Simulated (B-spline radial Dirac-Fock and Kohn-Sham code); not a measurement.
# Re 5p1/2: cross section and angular parameters

System: neutral rhenium, configuration [Xe] 4f14 5d5 6s2; threshold 60.37 eV (orbital energy of the model). Level of theory: Dirac-Hartree-Slater photoionisation with a Latter tail; cross sections with all multipoles, angular parameters from the dipole term and its interference with E2; a radial atomic solver.

The run's input, task.json:

```json
{"items": [{
  "Z": 75,
  "q": 0,
  "cfg": [[1, 0, 2], [2, 0, 2], [2, 1, 6], [3, 0, 2], [3, 1, 6], [3, 2, 10], [4, 0, 2], [4, 1, 6], [4, 2, 10], [4, 3, 14], [5, 0, 2], [5, 1, 6], [5, 2, 5], [6, 0, 2]],
  "A": 187,
  "rrms": 5.3698,
  "do": "xps",
  "hv": [99.4, 120.0, 126.0, 136.0, 144.0, 150, 155.0, 200, 270.0, 300, 322.0, 330.0, 400, 532.0, 600, 717.0, 801.0, 1253.6, 2984.4, 3520.0, 3530.0, 3840.0, 4700.0, 5630.0, 6000, 6300.0, 6710.0, 9930.0, 11200.0, 13600.0],
  "edges": {"K": 71676.0, "L1": 12527.0, "L2": 11959.0, "L3": 10535.0, "M1": 2932.0, "M2": 2682.0, "M3": 2367.0, "M4": 1949.0, "M5": 1883.0, "N1": 625.4, "N2": 518.7, "N3": 446.8, "N4": 273.9, "N5": 260.5, "O1": 83.0}
}]}
```

Command: `python xray2_run.py task.json out`

```
hν (eV)  σ (kb)      β       γ       δ
   99.4     442  1.674   0.278  -0.024
    120     221  1.268   0.453  -0.033
    126     186  1.140   0.468  -0.033
    136     144  0.923   0.464  -0.030
    144     120  0.755   0.441  -0.027
    150     106  0.635   0.415  -0.024
    155    96.3  0.540   0.389  -0.021
    200    52.0  0.013   0.109   0.012
    270    32.7  0.068  -0.064   0.042
    300    29.2  0.207  -0.046   0.046
    322    27.2  0.315  -0.017   0.046
    330    26.6  0.354  -0.004   0.046
    400    22.3  0.659   0.117   0.040
    532    17.2  1.039   0.291   0.027
    600    15.3  1.166   0.342   0.021
    717    12.8  1.320   0.384   0.014
    801    11.3  1.398   0.391   0.010
 1253.6    6.62  1.607   0.291   0.000
 2984.4    1.80  1.719  -0.013  -0.005
   3520    1.35  1.715  -0.015  -0.005
   3530    1.34  1.715  -0.015  -0.005
   3840    1.15  1.710  -0.004  -0.005
   4700   0.792  1.692   0.056  -0.005
   5630       ?      ?       ?       ?
   6000   0.489  1.661   0.195  -0.004
   6300   0.443  1.654   0.231  -0.003
   6710   0.389  1.644   0.281  -0.002
   9930   0.167  1.568   0.685   0.008
  11200   0.127  1.541   0.838   0.014
  13600  0.0809  1.494   1.107   0.026
```

Q: Give the values at 5630 eV.

A: σ = 0.556 kb, β = 1.670, γ = 0.152, δ = -0.004.

Values without a named source are computed, but for edge energies of neutral atoms, which are taken from tables.
